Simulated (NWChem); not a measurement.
System: SiH$_{3}$O$_{3}$Cl; SMILES O[Si](O)(O)Cl

Input file for NWChem:

```
start job
memory heap 200 mb stack 700 mb global 900 mb
geometry units angstroms noautosym nocenter noautoz
  O     -0.036764     1.545014    -0.975939
  Si     0.000000     0.000000    -0.436023
  O      1.356404    -0.740669    -0.975939
  O     -1.319640    -0.804345    -0.975939
  Cl     0.000000     0.000000     1.635347
  H     -0.764982     2.100319    -0.683059
  H      2.201421    -0.387666    -0.683059
  H     -1.436439    -1.712654    -0.683059
end
basis spherical
  * library pcsseg-1
end
dft
  xc slater vwn_5
  iterations 150
end
property
  shielding 4 1 2 5 6
end
task dft property
```

Parts of the log:

```
             Northwest Computational Chemistry Package (NWChem) 7.3.0
             --------------------------------------------------------

                             Geometry "geometry" -> ""
                             -------------------------

 Output coordinates in angstroms (scale by  1.889725989 to convert to a.u.)

  No.       Tag          Charge          X              Y              Z
 ---- ---------------- ---------- -------------- -------------- --------------
    1 O                    8.0000    -0.03676400     1.54501400    -0.97593900
    2 Si                  14.0000     0.00000000     0.00000000    -0.43602300
    3 O                    8.0000     1.35640400    -0.74066900    -0.97593900
    4 O                    8.0000    -1.31964000    -0.80434500    -0.97593900
    5 Cl                  17.0000     0.00000000     0.00000000     1.63534700
    6 H                    1.0000    -0.76498200     2.10031900    -0.68305900
    7 H                    1.0000     2.20142100    -0.38766600    -0.68305900
    8 H                    1.0000    -1.43643900    -1.71265400    -0.68305900

 Effective nuclear repulsion energy (a.u.)     318.2503138574

                              NWChem Property Module
                              ----------------------

  itol2e modified to match energy
  convergence criterion.

                                 NWChem DFT Module
                                 -----------------

 Summary of "ao basis" -> "ao basis" (spherical)
 ------------------------------------------------------------------------------
       Tag                 Description            Shells   Functions and Types
 ---------------- ------------------------------  ------  ---------------------
 O                          pcsseg-1                 7       17   3s3p1d
 Si                         pcsseg-1                10       24   4s5p1d
 Cl                         pcsseg-1                10       24   4s5p1d
 H                          pcsseg-1                 3        5   2s1p

  itol2e modified to match energy
  convergence criterion.

[...]

          -----------------------------------------
          Chemical Shielding Tensors (GIAO, in ppm)
          -----------------------------------------

                                NWChem CPHF Module
                                ------------------

  scftype          =     RHF
  nclosed          =       29
  nopen            =        0
  variables        =     2465
  # of vectors     =        3
  tolerance        = 0.10D-03
  level shift      = 0.00D+00
  max iterations   =       50
  max subspace     =       30

 SCF residual:    5.1702800294024462E-004

Iterative solution of linear equations
  No. of variables     2465
  No. of equations        3
  Maximum subspace       30
        Iterations       50
       Convergence  1.0D-04

   iter   nsub   residual    time
   ----  ------  --------  ---------
     1      3    1.03D-04      84.4
     2      6    1.69D-08      90.7

      Atom:    1  O
        Diamagnetic
    383.1077     -9.8878     -3.6724
     -9.8878    406.1989     -7.6375
     -3.6724     -7.6375    378.6265

        Paramagnetic
   -156.8475      5.3716     15.4130
      5.3716   -122.8778    -22.2880
     15.4130    -22.2880   -115.7159

        Total Shielding Tensor
    226.2602     -4.5162     11.7406
     -4.5162    283.3211    -29.9255
     11.7406    -29.9255    262.9106

           isotropic =     257.4973
          anisotropy =      72.9464

          Principal Components and Axis System
                 1           2           3
              306.1282    243.9528    222.4109

      1        -0.1316      0.3338      0.9334
      2         0.7979      0.5944     -0.1001
      3        -0.5882      0.7316     -0.3445

      Atom:    2  Si
        Diamagnetic
    882.4244      0.0000     -0.0000
      0.0000    882.4243      0.0000
     -0.0000      0.0000    885.7575

        Paramagnetic
   -500.9506      0.0001      0.0000
      0.0001   -500.9506     -0.0000
      0.0000     -0.0000   -544.0267

        Total Shielding Tensor
    381.4737      0.0001      0.0000
      0.0001    381.4737     -0.0000
      0.0000     -0.0000    341.7308

           isotropic =     368.2261
          anisotropy =      19.8715

          Principal Components and Axis System
                 1           2           3
              381.4738    381.4737    341.7308

      1         0.6739      0.7388     -0.0000
      2         0.7388     -0.6739      0.0000
      3         0.0000      0.0000      1.0000

      Atom:    3  Cl
        Diamagnetic
   1145.2816      0.0000      0.0000
      0.0000   1145.2816      0.0000
      0.0000      0.0000   1155.2912

        Paramagnetic
   -395.2804     -0.0000     -0.0001
     -0.0000   -395.2803      0.0000
     -0.0001      0.0000   -117.7218

        Total Shielding Tensor
    750.0013     -0.0000     -0.0001
     -0.0000    750.0014      0.0001
     -0.0001      0.0001   1037.5694

           isotropic =     845.8573
          anisotropy =     287.5681

          Principal Components and Axis System
                 1           2           3
             1037.5694    750.0014    750.0012

      1        -0.0000     -0.4020      0.9156
      2         0.0000      0.9156      0.4020
      3         1.0000     -0.0000      0.0000

      Atom:    4  H
        Diamagnetic
     31.2121    -12.0598     -3.6577
    -12.0598     36.2765      0.9159
     -3.6577      0.9159     22.1608

        Paramagnetic
     -1.8904      3.1219      1.5552
      3.1219     -2.3849      0.0027
      1.5552      0.0027      0.2658

[...]
```

Level: LDA (Slater exchange, VWN5)/pcSseg-1, GIAO. Structure relaxed at the PBE0/def2-SVP level. The output numbers the shielded atoms by their place in the input's list. The printed shielding anisotropy is the first printed principal value minus the mean of the other two.
